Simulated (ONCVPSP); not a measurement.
**Ir ONCV: all-electron and pseudo phase curves**

- Element: Ir (Z = 77)
- Generator: ONCVPSP 4.0.1
- Type: optimised norm-conserving Vanderbilt (ONCV)
- Functional: PBEsol
- Relativity: scalar-relativistic
- Frozen core: [Kr] 4d10
- Valence charge: 31
- Reference configuration: 4f14 5s2 5p6 5d7.5 6s1.5
- Partial waves: 5s+6s: rc 1.80 bohr, ncon 3, nbas 6, qcut 6.6 1/bohr, 2 projectors; 5p: rc 1.65 bohr, ncon 4, nbas 7, qcut 8.6 1/bohr, 2 projectors, debl 3.5 Ha; 5d: rc 1.80 bohr, ncon 4, nbas 9, qcut 7.6 1/bohr, 3 projectors, debl 3.2 Ha; 4f: rc 0.90 bohr, ncon 5, nbas 10, qcut 22.1 1/bohr, local
- Local potential: the f channel
- Core correction: Teter function fitted to the true core (icmod 2), fcfact 0.5

The phase is arctan(r·R′/R) of the radial function R(r), unwrapped; energies in Ha, scanned from -5 to 5 Ha. A pole is an energy at which the radial function vanishes at the test radius. The pseudo phase is shifted by a multiple of π to meet the all-electron one at the reference energy, and phase errors are pseudo minus all-electron; the curves can meet again beyond the range given. Levels narrower than the energy grid can be missing from the lists of poles.

Q: For each channel, where are the poles, and over which energies does the pseudopotential scatter like the atom?

A:

```json
{"channel": "s", "radius (bohr)": "1.83", "reference energy (Ha)": "-0.22", "poles, all-electron": "-3.39, 4.38", "poles, pseudo": "-3.39, 3.26", "unbroken range about the reference energy with phases within 0.05 rad": "below 3.0", "phase error 1 Ha above the reference energy (rad)": "-0.005"}
{"channel": "p", "radius (bohr)": "1.68", "reference energy (Ha)": "-1.97", "poles, all-electron": "-1.29", "poles, pseudo": "-1.29", "unbroken range about the reference energy with phases within 0.05 rad": "the whole range", "phase error 1 Ha above the reference energy (rad)": "-0.000"}
{"channel": "d", "radius (bohr)": "1.83", "reference energy (Ha)": "-0.23", "poles, all-electron": "0.86", "poles, pseudo": "0.86", "unbroken range about the reference energy with phases within 0.05 rad": "the whole range", "phase error 1 Ha above the reference energy (rad)": "-0.000"}
{"channel": "f", "radius (bohr)": "0.92", "reference energy (Ha)": "-2.24", "poles, all-electron": "-1.08", "poles, pseudo": "-1.00", "unbroken range about the reference energy with phases within 0.05 rad": "-3.2 to 0.8", "phase error 1 Ha above the reference energy (rad)": "+0.011"}
```

Note: ghosts flagged at negative energy: s at -952.2 eV, p at -486.7 eV; GHOST(+) flagged for s at 109.1 eV, d at 179.2 eV. A true bound ghost makes a file unfit for plane-wave use.

Phases in the p channel:

| E (Ha) | all-electron | pseudo |
| --- | --- | --- |
| -4.96 | 1.261 | 1.261 |
| -4.72 | 1.242 | 1.242 |
| -4.48 | 1.218 | 1.218 |
| -4.24 | 1.189 | 1.189 |
| -4.00 | 1.151 | 1.151 |
| -3.76 | 1.100 | 1.100 |
| -3.52 | 1.028 | 1.028 |
| -3.28 | 0.915 | 0.915 |
| -3.04 | 0.720 | 0.720 |
| -2.80 | 0.346 | 0.346 |
| -2.56 | -0.294 | -0.294 |
| -2.32 | -0.881 | -0.881 |
| -2.08 | -1.203 | -1.203 |
| -1.84 | -1.375 | -1.375 |
| -1.60 | -1.481 | -1.481 |
| -1.36 | -1.554 | -1.554 |
| -1.12 | -1.608 | -1.608 |
| -0.88 | -1.653 | -1.653 |
| -0.64 | -1.693 | -1.693 |
| -0.40 | -1.729 | -1.730 |
| -0.16 | -1.766 | -1.766 |
| 0.08 | -1.803 | -1.803 |
| 0.32 | -1.843 | -1.843 |
| 0.56 | -1.889 | -1.889 |
| 0.80 | -1.942 | -1.942 |
| 1.04 | -2.008 | -2.008 |
| 1.28 | -2.092 | -2.092 |
| 1.52 | -2.205 | -2.205 |
| 1.76 | -2.362 | -2.362 |
| 2.00 | -2.585 | -2.585 |
| 2.24 | -2.892 | -2.892 |
| 2.48 | -3.259 | -3.260 |
| 2.72 | -3.605 | -3.606 |
| 2.96 | -3.872 | -3.873 |
| 3.20 | -4.059 | -4.061 |
| 3.44 | -4.191 | -4.192 |
| 3.68 | -4.286 | -4.287 |
| 3.92 | -4.357 | -4.358 |
| 4.16 | -4.412 | -4.413 |
| 4.40 | -4.455 | -4.457 |
| 4.64 | -4.491 | -4.492 |
| 4.88 | -4.520 | -4.522 |
